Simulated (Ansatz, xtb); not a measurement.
System: sum formula YOBr, charge -1, multiplicity 2. The spin state was set by rule; other spins were not relaxed. SMILES of the parent species: [O]=[Y][Br]
Structure (B3LYP-D3(BJ)/def2-TZVP (Ansatz, a first-principles code) minimum search):
```xyz
3

Y      1.0399    -0.4212     0.0653
O      1.9277    -0.1802    -1.5365
Br    -1.5994     0.5106     0.2785
```
Charge -1, spin multiplicity 2.

Harmonic wavenumbers from GFN2-xTB (xtb, at its own minimum), cm⁻¹: 95, 122, 440.

Give the harmonic wavenumbers at B3LYP-D3(BJ)/def2-TZVP (Ansatz, finite differences of forces, unscaled).

111, 188, 802 cm⁻¹. Zero-point energy 1.6 kcal/mol.

From these and the geometry, give the ideal-gas thermochemistry at 298.15 K and 1 atm (rigid rotor, harmonic oscillator).

Point group Cs, rotational symmetry number 1. Rotational constants 16.17, 1.232, 1.145 GHz. S(trans) 41.55, S(rot) 27.05, S(vib) 5.72, S(elec, spin only) 1.38, S 75.7 cal/(mol K). H(298) - H(0) 3.23 kcal/mol; G - E(el) -17.8 kcal/mol.
